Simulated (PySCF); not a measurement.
# Where the electron goes

Compound: C2H5FO3Si2.
Z-matrix (Å and degrees, GFN2-xTB geometry), rows numbered from 1:
```
O 
C   1  1.2060
C   2  1.4674  1  123.31
O   3  1.4047  2  111.57  1    24.06
Si  4  1.6166  3  114.82  2   -73.09
F   5  1.5967  4  104.91  3  -140.26
O   5  1.6580  4  100.29  3   -29.25
Si  7  1.6116  5  116.75  4     7.36
H   2  1.1061  1  121.96  3  -173.76
H   3  1.0868  2  114.08  1   149.01
H   5  1.4315  4  122.85  3    92.13
H   8  1.4546  3  107.69  2  -155.28
H   8  1.4499  3  112.94  2   -21.72
```

Computed, not measured: TDDFT wB97X-D/def2-SVPD, vertical, gas phase, core orbitals frozen in the response (PySCF 2.14.0, density-fitted response routines).

Kohn–Sham orbitals with the atoms that hold most of them (Löwdin shares over 4%, at most four atoms; ? is withheld):

```
orbital  ε (eV)                              atoms
 LUMO+2    1.95   Si8 28%, C2 10%, H12 10%, Si5 8%
 LUMO+1    1.30   Si8 41%, H13 11%, H12 10%, O7 8%
   LUMO       ?                                  ?
   HOMO   -9.75     O1 38%, C3 16%, C2 14%, O4 11%
 HOMO-1  -10.75                                  ?
 HOMO-2  -11.56  O7 42%, Si8 20%, H13 13%, H12 11%
 HOMO-3  -11.85      O4 52%, O1 13%, Si5 9%, C3 7%
```

Problem. Give the leading atoms of the HOMO-1.

Solution. O1 (bonded to C) 28%; O4 (bonded to C and Si) 19%; C3 (bonded to C, O, Si and H) 18%; Si8 (bonded to C, O and 2 H) 10%. By element: oxygen 47% or more, carbon 18% or more, silicon 10% or more.

Problem. Give the leading atoms of the LUMO.

Solution. C2 (bonded to C, O and H) 38%; O1 (bonded to C) 30%; C3 (bonded to C, O, Si and H) 9%; Si8 (bonded to C, O and 2 H) 7%. By element: carbon 47%, oxygen 30% or more, silicon 7% or more.

Problem. What is the LUMO energy, and the HOMO–LUMO gap?

Solution. ε(LUMO) = 0.55 eV; the gap is 10.31 eV (0.3788 hartree).

Problem. The HOMO–LUMO gap is 10.31 eV. Where does the response calculation put the lowest singlet, and from which orbitals?

Solution. S1 is at 4.52 eV (f = 0.0037), 5.79 eV below the gap, made of HOMO→LUMO (83%), HOMO-1→LUMO (13%). 

Problem. One configuration dominates each of S1, S2, S3, S6, S7 and S8. Which, and how do the shares of the two leading atoms of either orbital change from the occupied to the empty one?

Solution. 
- S1 (4.52 eV, f 0.0037), HOMO→LUMO (83%): O1 38% → 30%, C3 16% → 9%, C2 14% → 38%
- S2 (6.50 eV, f 0.077), HOMO-1→LUMO (70%): O1 28% → 30%, O4 19% → at most 8%, C2 at most 11% → 38%
- S3 (6.80 eV, f 0.065), HOMO→LUMO+1 (77%): O1 38% → at most 9%, C3 16% → at most 9%, Si8 at most 11% → 41%, H13 at most 11% → 11%
- S6 (7.75 eV, f 0.023), HOMO-1→LUMO+1 (78%): O1 28% → at most 9%, O4 19% → at most 9%, Si8 10% → 41%, H13 at most 11% → 11%
- S7 (7.96 eV, f 0.019), HOMO-2→LUMO (80%): O7 42% → at most 8%, Si8 20% → 7%, C2 at most 11% → 38%, O1 at most 11% → 30%
- S8 (7.98 eV, f 0.024), HOMO-2→LUMO+1 (71%): O7 42% → 8%, Si8 20% → 41%, H13 13% → 11%

Löwdin shares depend on the basis, the more so with diffuse functions.

Hardware: one thread of an Arm Neoverse V1, shared host with 32 logical CPUs at a one-minute load of 16. Cost: 57 s wall, 0.92 GiB resident at most.

One conformer stands for the species.
